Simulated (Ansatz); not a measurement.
Basis-set series for C$_{2}$H$_{6}$GaO (`C[O][Ga][CH3]`) radical. The species carries charge 0 and has multiplicity 2. The structure was optimised at the PBE0-D4/def2-TZVP level. It is one conformer, not always the lowest.

| atom | x (Å) | y (Å) | z (Å) |
| --- | --- | --- | --- |
| C1 | -1.232 | 1.596 | -0.871 |
| O2 | -0.414 | 0.762 | -0.101 |
| Ga3 | 0.189 | -0.888 | -0.492 |
| C4 | 1.315 | -1.648 | 0.974 |
| H5 | -1.505 | 1.159 | -1.841 |
| H6 | -0.724 | 2.547 | -1.064 |
| H7 | -2.161 | 1.815 | -0.331 |
| H8 | 0.769 | -2.455 | 1.467 |
| H9 | 1.514 | -0.844 | 1.685 |
| H10 | 2.248 | -2.044 | 0.574 |

```json
{"functional": "PBE0-D4", "basis": "def2-SVP", "functions": "104", "energy (Eh)": "-2079.09085", "HOMO (eV)": "-5.47", "LUMO (eV)": "-2.39"}
{"functional": "PBE0-D4", "basis": "def2-QZVPP", "functions": "440", "energy (Eh)": "-2079.57103", "HOMO (eV)": "-5.56", "LUMO (eV)": "-2.49"}
{"functional": "ωB97M-V", "basis": "def2-SVP", "functions": "104", "energy (Eh)": "-2079.33427", "HOMO (eV)": "-7.47", "LUMO (eV)": "-0.76"}
{"functional": "ωB97M-V", "basis": "def2-QZVPP", "functions": "440", "energy (Eh)": "-2079.81932", "HOMO (eV)": "-7.56", "LUMO (eV)": "-0.93"}
```

Give the rows for def2-TZVPP. (An estimate is asked.)

Ansatz gave: 
| functional | basis | functions | energy (Eh) | HOMO (eV) | LUMO (eV) |
| --- | --- | --- | --- | --- | --- |
| PBE0-D4 | def2-TZVPP | 225 | -2079.51818 | -5.53 | -2.43 |
| ωB97M-V | def2-TZVPP | 225 | -2079.76790 | -7.52 | -0.80 |

HOMO and LUMO are taken over both spins. Scalar relativity is left out up to krypton.
